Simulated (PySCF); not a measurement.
SnF, SMILES [F][Sn+] (connectivity only; charge and spin as stated), charge +1, multiplicity 1. Geometry optimised at B3LYP-D3(BJ)/def2-TZVP. The multiplicity is an assumed one; other spin states were not compared. The def2 effective core potentials stand for the cores of Sn; spin–orbit coupling is left out.

Method: B3LYP-D3(BJ)/def2-TZVP in PySCF 2.14.0.

Harmonic wavenumbers (cm⁻¹): 676. Rotational constants (GHz): 8.664 (linear); symmetry number 1.

Task: Work out the zero-point energy and the ideal-gas rigid-rotor harmonic-oscillator thermochemistry at 298.15 K and 1 atm.

Result: ZPE = ½ Σ hcν = ½ × 676 cm⁻¹ = 0.97 kcal/mol. H − E(el) = 3.12 kcal/mol. Entropy in cal/(mol K): translation 40.67, rotation 15.05, vibration 0.34, total 56.06. G − E(el) = -13.60 kcal/mol. Cp = 7.83 cal/(mol K).
